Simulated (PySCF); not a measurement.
Species: Ge2H8NP.
Bonds: N1–Ge2, Ge2–Ge3, Ge3–P4. Hydrogens: H5, H6 on N1; H7, H8 on Ge2; H9, H10 on Ge3; H11, H12 on P4.

Vertical excitations from PySCF (density fitting, frozen core in the response, grid level 2 and gas phase unless stated; continuum runs use non-equilibrium linear response for the excitations) on a GFN2-xTB geometry. Reference run:

| settings | S1, eV (f) | S2, eV (f) | S3, eV (f) | S4, eV (f) | S5, eV (f) | S6, eV (f) | T1, eV (Tamm–Dancoff) | mean α (au) |
| --- | --- | --- | --- | --- | --- | --- | --- | --- |
| PBE0/def2-SVPD, full TDDFT, 6 singlets | 5.33 (0.195) | 5.95 (0.102) | 6.12 (0.217) | 6.30 (0.004) | 6.41 (0.015) | 6.62 (0.031) | 4.52 | 106.4 |

Problem. What do these settings give: (1) LDA/def2-SVPD, IEF-PCM chloroform, damping 0.2 at the start, DIIS from the seventh cycle, full TDDFT, 3 singlets; (2) WP04/STO-3G, energy threshold 1e-06 Eh, damping 0.2 at the start, DIIS from the seventh cycle, TDA, 3 singlets?

Solution. 
| settings | S1, eV (f) | S2, eV (f) | S3, eV (f) | S4, eV (f) | S5, eV (f) | S6, eV (f) | T1, eV (Tamm–Dancoff) | mean α (au) |
| --- | --- | --- | --- | --- | --- | --- | --- | --- |
| LDA/def2-SVPD, IEF-PCM chloroform, damping 0.2 at the start, DIIS from the seventh cycle, full TDDFT, 3 singlets | 4.71 (0.260) | 5.08 (0.192) | 5.38 (0.084) | – | – | – | 4.13 | 149.9 |
| WP04/STO-3G, energy threshold 1e-06 Eh, damping 0.2 at the start, DIIS from the seventh cycle, TDA, 3 singlets | 6.78 (0.441) | 8.20 (0.236) | 8.53 (0.011) | – | – | – | 5.53 | 47.7 |

(1) S1 moves by -0.62 eV; functional and environment change together, so the shift can't be laid on one. (2) S1 moves by +1.45 eV; functional, basis and response scheme change together, so the shift can't be laid on one. States are counted by energy in each run and needn't keep their character from row to row.

WP04 was designed for NMR shieldings or shifts; total energies of different functionals aren't comparable.

Problem. Give the leading configurations of S1 (H = HOMO, L = LUMO) and the HOMO–LUMO gap of each run.

Solution. 
```
                                                                                                        settings  S1 configurations (weight)  S1 (eV)  orbital gap (eV)  S1 − gap (eV)
                                                                          PBE0/def2-SVPD, full TDDFT, 6 singlets        H→L 0.83, H→L+1 0.11     5.33              6.28          -0.95
LDA/def2-SVPD, IEF-PCM chloroform, damping 0.2 at the start, DIIS from the seventh cycle, full TDDFT, 3 singlets        H→L 0.82, H→L+1 0.15     4.71              4.32          +0.39
  WP04/STO-3G, energy threshold 1e-06 Eh, damping 0.2 at the start, DIIS from the seventh cycle, TDA, 3 singlets                    H→L 0.94     6.78              6.59          +0.19
```

The structure is a single GFN2-xTB conformer; no vibrational corrections. Relativistic effects, spin–orbit coupling among them, are left out although an element past zinc is present.

Conformer computed: `[NH2:1][GeH2:2][GeH2:3][PH2:4]`: N1–Ge2–Ge3–P4 180°, H–N1–Ge2–Ge3 -62°, H–N1–Ge2–Ge3 64°, H–P4–Ge3–Ge2 -42°, H–P4–Ge3–Ge2 51°.
